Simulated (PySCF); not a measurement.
A calculated (TPSS, PySCF 2.14, def2-TZVP, the non-relativistic Hamiltonian (point nucleus)) atom or ion has these occupied shells.

```csv
shell,electrons,orbital energy (eV),"rms radius, mean of both spins (bohr)"
1s,2,-1522.8,0.140
2s,2,-117.40,0.684
2p,6,-78.468,0.679
3s,2,-14.832,2.57
```

Name the element and its charge.

Al⁺ (aluminium, charge +1), in [Ne] 3s2, closed-shell 1S.
